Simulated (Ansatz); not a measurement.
A made-up structure of LiAlClO, doublet:

```
4
angstrom
Li -0.3610 -1.1956 2.0033
O 0.1510 -0.1914 0.8256
Al 0.5780 0.7670 -0.4535
Cl 0.4669 -3.1504 2.8884
```

It is relaxed with PBE-D4/def2-SVP and then PBE0-D4/def2-TZVP (Ansatz 0.2.0). Atoms count as bonded within 1.22 times the sum of their covalent radii (H–H: 0.88 Å). The end point is not checked to be a true minimum.

Q: Does its bonding change? (Judge from chemistry; the calculation decides.)

A: The calculation gives: No: no bond forms or breaks.

Where it ends: The first stage lowers the energy by 0.16 eV in 9 steps. It ends as LiAlClO ([Al][O][Li][Cl]):
```
4
angstrom
Li 0.0642 -1.4729 1.8594
O 0.2568 -0.1706 0.6679
Al 0.3532 1.0134 -0.4243
Cl 0.1608 -3.1403 3.1608
```

Labels in which every atom is bracketed show which atoms are joined, not bond orders.

For scale, one of the runs: PBE0-D4/def2-TZVP relaxation, 119 basis functions, launched by `ansatz run in.yaml --threads 2 --pin off --events-out ev --progress --plain --max-ram 4352MiB`. Hardware: 2 CPU threads of an Arm Neoverse V2, shared host. Wall time about 59 s.
